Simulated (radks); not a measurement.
Task: All-electron atom: Dy3.5+ in [Kr] 4d10 4f(up 5, down 5) 5s2 5p(up 2.5, down 2) (fractional occupations, a model configuration). Calculated with a radial shooting solver on a logarithmic mesh with Libxc functionals: scalar-relativistic Kohn-Sham, PBE, spin-polarised, spherical densities, finite nucleus; Fermi nuclear charge, rms radius 5.2218 fm. Some entries of the table are withheld. Estimate them.

orbital  occ.  eigenvalue (eV)  <1/r> (bohr^-1)
1s up       1        -53687.25            74.55
1s down     1        -53687.21            74.55
2s up       1        -8970.344            17.33
2s down     1        -8970.325            17.33
2p up       3        -7964.230            16.09
2p down     3        -7964.199            16.09
3s up       1        -2023.918            6.376
3s down     1        -2023.900            6.376
3p up       3        -1714.951            5.977
3p down     3        -1714.928            5.977
3d up       5        -1317.498            5.669
3d down     5        -1317.474            5.669
4s up       1        -428.7145            2.686
4s down     1        -428.6749            2.686
4p up       3        -327.0692            2.463
4p down     3        -327.0268            2.463
4d up       5        -188.5864              (1)
4d down     5        -188.5264              (2)
5s up       1         -84.2345              (3)
5s down     1         -83.7772              (4)
5p up     2.5         -59.6914           0.8811
5p down     2         -59.2160           0.8809
4f up       5         -38.4975              (5)
4f down     5         -38.3259              (6)

Result: 
(1) 4d up <1/r> (bohr^-1): 2.170
(2) 4d down <1/r> (bohr^-1): 2.170
(3) 5s up <1/r> (bohr^-1): 1.035
(4) 5s down <1/r> (bohr^-1): 1.036
(5) 4f up <1/r> (bohr^-1): 1.585
(6) 4f down <1/r> (bohr^-1): 1.589
